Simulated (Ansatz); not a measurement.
`[F][In]([F])[SH]` + H₂Se → `[F][In]([F])[SeH]` + H₂S at 400 K and 1 bar (ligand exchange at the In–S bond).

Program: Ansatz. Geometries: PBE0-D4/def2-TZVP. ΔE: electronic, gas phase. CCSD(T)/CBS is the MP2 limit (def2-TZVPP, def2-QZVPP) plus CCSD(T) − MP2 in def2-TZVPP, frozen cores. This one scheme is used for every species. def2 core potentials past Kr. For In, Se outer-core shells are correlated without core-valence functions, which leaves a few kJ/mol of doubt a bond. Scalar relativity is left out up to krypton. One conformer a species, not always the lowest.

| species | CCSD(T)/CBS energy (Eh) | H − E (kJ/mol) | S (J/(mol·K)) |
| --- | --- | --- | --- |
| `[F][In]([F])[SH]` | -787.86618 | 61.0 | 371.0 |
| H₂Se | -2401.89790 | 49.4 | 229.5 |
| `[F][In]([F])[SeH]` | -2790.80080 | 58.8 | 384.5 |
| H₂S | -398.97279 | 53.4 | 215.9 |

H − E and S are ideal-gas, rigid-rotor, harmonic terms from PBE0-D4/def2-TZVP, for one conformer and one mirror image of each species. 1 Eh = 2625.50 kJ/mol, R = 8.31446 J/(mol·K).

By hand: ΔE, ΔH, ΔS and ΔG.

ΔE = (-2790.80080) + (-398.97279) − (-787.86618) − (-2401.89790) = -0.00951 Eh = -25.0 kJ/mol. Δ(H − E) = 58.8 + 53.4 − 61.0 − 49.4 = 1.8, so ΔH = -23.2 kJ/mol. ΔS = 384.5 + 215.9 − 371.0 − 229.5 = -0.1 J/(mol·K). ΔG = -23.2 − 400 × (-0.1)/1000 = -23.2 kJ/mol.

By hand: the equilibrium constant, and the temperature at which ΔG would vanish if ΔH and ΔS stayed fixed.

log₁₀ K = −ΔG/(RT ln 10) = 3.0. ΔG = 0 at ΔH/ΔS = 232000 K, far beyond where these terms or the molecules hold.

The number of gas molecules stays the same, so ΔS is small and ΔH decides. A doubt of 5 kJ/mol in ΔE shifts log₁₀ K by 0.7 here. Other conformers and mirror images would add mixing entropy, several J/(mol·K) or more a flexible species. These are equilibria of isolated gas molecules and say nothing of rates. Largest T1 diagnostic: 0.016 (customary marks: 0.02 for closed shells, 0.045 for open ones).
